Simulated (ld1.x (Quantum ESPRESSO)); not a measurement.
## Zr: one change to a TM potential, before and after

Zr, norm-conserving Troullier–Martins (Kleinman–Bylander form), made with ld1.x (Quantum ESPRESSO) 7.5 (PBE, scalar-relativistic). Core [Kr], reference 4d2 5s1.5 5p0.5. Waves: 5p (bound): rc 3.75 bohr; 4d (bound): rc 1.80 bohr; 5s (bound): rc 3.15 bohr. Local part: the s channel. Core correction: Bessel-smoothed model core inside 1.50 bohr.

Change: wave 4d (bound): rc 1.80 bohr becomes 4d (bound): rc 2.50 bohr.

Cutoffs: the cutoffs (Ry, on a coarse ladder) from which the occupation-weighted sum of valence levels, in a spherical-Bessel basis at the reference potential, stays within 10 and 1 mRy of its value at 400 Ry; they do not see the model core or the augmentation charge, which bear on the density cutoff. Errors are all-electron minus pseudo energies relative to the spin-unpolarised reference configuration.

Problem. What does the change do?

Solution. The potential gets softer (30 Ry and 40 Ry → 25 Ry and 30 Ry); the errors of the 7 common tests hardly move; neither file shows a bound ghost. A larger radius leaves more room for a smooth pseudo-wave, so fewer plane waves are needed.

```tsv
quantity	base	changed
cutoff, loose	30 Ry	25 Ry
cutoff, tight	40 Ry	30 Ry
loose cutoff by channel (10 mRy a level)	p 6 Ry, d 30 Ry, s 6 Ry	p 6 Ry, d 21 Ry, s 6 Ry
bound ghosts	none	none
error for 4d2 5s2 5p0, meV [ΔE -1.50 eV]	-0.7	-0.7
error for 4d2 5s1 5p0, meV [ΔE 5.63 eV]	-4.9	-4.7
error for 4d2 5s0 5p0, meV [ΔE 18.57 eV]	-37	-36
error for 4d2.5 5s1.5 5p0, meV [ΔE -0.99 eV]	-29	-28
error for 4d1 5s2 5p1, meV [ΔE 1.50 eV]	-159	-147
error for 4d1 5s2 5p0, meV [ΔE 6.16 eV]	-115	-104
error for 4d2 5s0 5p2, meV [ΔE 4.71 eV]	-11	-11
s: phases at 4.08 bohr within 0.05 rad from the reference energy up to (Ry; the scan ends near 5)	1.0	1.0
p: phases at 4.08 bohr within 0.05 rad from the reference energy up to (Ry; the scan ends near 5)	1.4	1.4
d: phases at 4.08 bohr within 0.05 rad from the reference energy up to (Ry; the scan ends near 5)	0.4	0.4
```
